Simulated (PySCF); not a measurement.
C5H4N, SMILES c1ncc[c]c1, multiplicity 2.

The structure is a stationary point at ωB97X-D3(BJ)/def2-SVP. The isomer is the one that the SMILES or the coordinates give; other isomers of the formula were not compared.

All values below come from PySCF with TDA-PBE/def2-SVPD.

Vertical excitations. Isolated molecule, no solvent.

```csv
state,energy (eV),λ (nm),f,main pairs
root 1,2.75,450,0.023,β HOMO→LUMO 96 %
root 2,3.26,380,0.000,β HOMO−1→LUMO 100 %
root 3,3.39,366,0.000,"α HOMO→LUMO 35 %, β HOMO−2→LUMO 63 %"
root 4,3.66,338,0.000,α HOMO→LUMO+1 100 %
root 5,3.68,337,0.004,"α HOMO→LUMO 61 %, β HOMO−2→LUMO 32 %"
root 6,4.34,285,0.000,"α HOMO−2→LUMO+1 45 %, β HOMO−1→LUMO+1 44 %"
root 7,4.48,277,0.000,β HOMO→LUMO+1 99 %
root 8,4.51,275,0.002,"α HOMO−1→LUMO 26 %, β HOMO→LUMO+2 67 %"
root 9,4.78,260,0.001,"α HOMO−2→LUMO 58 %, β HOMO−1→LUMO+2 34 %, β HOMO−2→LUMO+1 6 %"
root 10,5.04,246,0.000,α HOMO−1→LUMO+1 99 %
```
Unrestricted roots are not spin-pure.
